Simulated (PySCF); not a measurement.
Compound: C₅H₉NO₂ (charge -1 and doublet state).
Geometry (GFN2-xTB, Å), atoms numbered from 1 in this order:
```xyz
17
C5H9NO2 angstrom
C      2.307   -0.194   -0.802
N      0.979   -0.475   -0.306
C      0.452    0.471    0.592
O      1.159    1.328    1.166
C     -1.042    0.389    0.749
C     -1.627   -1.010    0.915
C     -1.291    1.013   -0.599
O     -1.200    0.352   -1.685
H      2.924    0.116    0.042
H      2.330    0.610   -1.551
H      2.723   -1.103   -1.248
H      0.298   -0.589   -1.073
H     -1.356    1.054    1.559
H     -2.698   -0.948    1.116
H     -1.142   -1.539    1.736
H     -1.481   -1.574   -0.002
H     -1.342    2.112   -0.619
```

The hyperfine couplings belong to this conformer and change with its torsions.

As a line formula: `N([C]([C@@H](C=O)C)[O-])C` [radical] (charge -1).

Method: PySCF 2.14.0, UKS B3LYP, pcH-1 on C H N O, non-relativistic, mean-field spin-orbit, GIAO. Whether the extra electron is bound in the gas phase wasn't checked; a finite basis holds it in any case. A GFN2-xTB geometry isn't a minimum of the functional, and hyperfine couplings can be far from their values at a DFT geometry, by a factor of two or more for some ions and for spin on atoms past the first row. No stability test was run, so a lower SCF solution isn't excluded.

The largest Mulliken spin populations are on C7 (+0.51), O8 (+0.24), C3 (+0.14) and O4 (+0.12). The angles at C7 add up to 358.7°, so it is planar.

**Question.** Find Q in a(H) = Q·ρ(C) for the protons on the planar carbons that carry spin.

**Answer.** 
```tsv
H	C	ρ(C)	a(H) (G)	a/ρ (G)
H17	C7	+0.509	-11.93	-23.4
```

One proton gives one ratio, Q = -23.4 G, and no test of linearity. In every row coupling and population have opposite signs.

Couplings in gauss use g_iso = 2.0047.

On one thread, Arm Neoverse V2 (aarch64), on a shared host, this took 89 s (with the writing of density and orbital grids) and 0.98 GiB of memory at its peak.

The SMILES draws the unpaired electron on C3; the largest computed Mulliken spin population is on C7 (0.51 against 0.14).
